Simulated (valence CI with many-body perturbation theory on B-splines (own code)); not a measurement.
**Pb LXXV: magnetic and hyperfine properties of the levels**

Computed by relativistic CI+MBPT: six valence electrons over a frozen Dirac-Fock core [He], a basis of 9 s, 9 p, 8 d, 6 f, 3 g, 1 h functions for each j, with the one-electron correlation potential Σ1, the two-electron term Σ2, the three-electron term Σ3, Breit, model QED; selected CI, second order for the rest, scaled by the run's own slope (own B-spline code, finite nucleus).

The last digits are not significant, and no measured levels were compared; by estimate large intervals hold to a few tenths of a per cent, small ones and those within an open d or f shell to about a per cent. Among the levels kept, up to 1900 cm⁻¹ of a level comes from second order outside the variational space, and about a tenth of that is noise between levels of different J, which matters for small intervals.

A/g_I is the dipole constant over the nuclear g factor μ/I (μ in nuclear magnetons, uniformly magnetised nucleus), B/Q the quadrupole constant per barn. Both hold the static response of the core; the bare values leave it out. Large factors of s and p1/2 electrons are usually good to 5 to 10 %; those of open d and f shells near neutrality can be off by tens of per cent, and small factors of p3/2, d and f electrons come from cancelling terms and can be off by a factor of two or in sign, in half-filled shells by more. B is blank for J = 1/2, where it vanishes, and for nearly pure S terms. Energies count from the lowest level. Levels with J = 0 are left out.

Levels are named by their leading jj configuration (3d3/2^4 stands for four electrons in 3d with j = 3/2), which in mixed levels can hold well under half, so a name can repeat and another be missing. Letters in brackets count levels of one name in rising energy.

| Level | E (eV) | g | A/g_I (MHz) | A/g_I bare | B/Q (MHz/b) | B/Q bare |
| --- | --- | --- | --- | --- | --- | --- |
| (2s^2 2p1/2^2 2p3/2^2) J=2 | 0 | 1.295 | 1140000 | 1170000 | 87500 | 87600 |
| (2s^2 2p1/2 2p3/2^3) J=1 | 2262 | 1.462 | -1650000 | -1610000 | -1160000 | -1160000 |
| (2s^2 2p1/2 2p3/2^3) J=2 | 2280 | 1.113 | 3970000 | 3970000 | -2410000 | -2410000 |
| (2s 2p1/2^2 2p3/2^3) J=2 | 2742 | 1.453 | 1.01e+07 | 1.00e+07 | -2310000 | -2310000 |
| (2s 2p1/2^2 2p3/2^3) J=1 | 2839 | 1.141 | -7830000 | -7690000 | -1010000 | -1020000 |
| (2s 2p1/2 2p3/2^4) J=1 | 5059 | 1.258 | 2.47e+07 | 2.45e+07 | -137000 | -138000 |
| (2s^2 2p1/2^2 2p3/2 3s) J=2 | 10629 | 1.470 | 3500000 | 3500000 | 2290000 | 2290000 |
| (2s^2 2p1/2^2 2p3/2 3s) J=1 | 10640 | 1.127 | -1200000 | -1150000 | 1160000 | 1160000 |
| (2s^2 2p1/2^2 2p3/2 3p1/2) J=1 | 10774 | 1.457 | 521000 | 555000 | 1140000 | 1140000 |
| (2s^2 2p1/2^2 2p3/2 3p1/2) J=2 | 10775 | 1.138 | 1770000 | 1790000 | 2270000 | 2270000 |
| (2s^2 2p1/2^2 2p3/2 3p3/2) J=3 | 11423 | 1.308 | 743000 | 759000 | 2990000 | 2990000 |
| (2s^2 2p1/2^2 2p3/2 3p3/2) J=1 | 11424 | 1.316 | 739000 | 756000 | -1190000 | -1190000 |
| (2s^2 2p1/2^2 2p3/2 3p3/2) J=2 | 11457 | 1.303 | 745000 | 761000 | 39200 | 39300 |
| (2s^2 2p1/2^2 2p3/2 3d3/2) J=2 | 11560 | 1.025 | 670000 | 682000 | -1620 | -1600 |
| (2s^2 2p1/2^2 2p3/2 3d3/2) J=3 | 11569 | 1.053 | 668000 | 680000 | 2380000 | 2390000 |
| (2s^2 2p1/2^2 2p3/2 3d3/2) J=1 | 11574 | 1.057 | 666000 | 678000 | -962000 | -964000 |
| (2s^2 2p1/2^2 2p3/2 3d5/2) J=4 | 11719 | 1.227 | 472000 | 481000 | 2410000 | 2410000 |
| (2s^2 2p1/2^2 2p3/2 3d5/2) J=2 | 11732 | 1.209 | 157000 | 159000 | -1590000 | -1600000 |
| (2s^2 2p1/2^2 2p3/2 3d5/2) J=3 | 11750 | 1.203 | 388000 | 395000 | -449000 | -449000 |
| (2s^2 2p1/2^2 2p3/2 3d5/2) J=1 | 11765 | 1.082 | -743000 | -761000 | 264000 | 265000 |
| (2s^2 2p1/2 2p3/2^2 3s) J=2 [a] | 12875 | 1.569 | 1620000 | 1630000 | 121000 | 122000 |
| (2s^2 2p1/2 2p3/2^2 3s) J=1 [a] | 12889 | 1.289 | -4020000 | -3950000 | 32400 | 32400 |
| (2s^2 2p1/2 2p3/2^2 3s) J=3 | 12900 | 1.290 | 4620000 | 4620000 | -4930 | -4950 |
| (2s^2 2p1/2 2p3/2^2 3s) J=2 [b] | 12910 | 1.009 | 2440000 | 2470000 | -32000 | -32000 |
| (2s^2 2p1/2 2p3/2^2 3s) J=1 [b] | 12968 | 1.290 | 1.15e+07 | 1.15e+07 | -15900 | -15900 |
| (2s^2 2p1/2 2p3/2^2 3p1/2) J=1 [a] | 13016 | 1.626 | -2290000 | -2240000 | 47700 | 47700 |
| (2s^2 2p1/2 2p3/2^2 3p1/2) J=2 [a] | 13024 | 1.185 | 1720000 | 1730000 | 12100 | 12100 |
| (2s^2 2p1/2 2p3/2^2 3p1/2) J=3 | 13040 | 1.069 | 3470000 | 3480000 | -21200 | -21200 |
| (2s^2 2p1/2 2p3/2^2 3p1/2) J=2 [b] | 13089 | 1.287 | 1770000 | 1790000 | 70500 | 70500 |
| (2s^2 2p1/2 2p3/2^2 3p1/2) J=1 [b] | 13102 | 0.622 | 8080000 | 8050000 | -3740 | -3740 |
| (2s 2p1/2^2 2p3/2^2 3s) J=3 | 13288 | 1.519 | 8680000 | 8620000 | 231000 | 231000 |
| (2s 2p1/2^2 2p3/2^2 3s) J=2 [a] | 13324 | 1.355 | 8660000 | 8620000 | 115000 | 116000 |

Q: Take the isotope of mass number 207, with I = 1/2, μ = 0.5906 μN. What is the hyperfine structure of (2s^2 2p1/2 2p3/2^3) J=2?

A: From the table A = 4690000 MHz. Shifts from the centre of gravity in MHz: F = 3/2: -7040000, F = 5/2: 4690000.
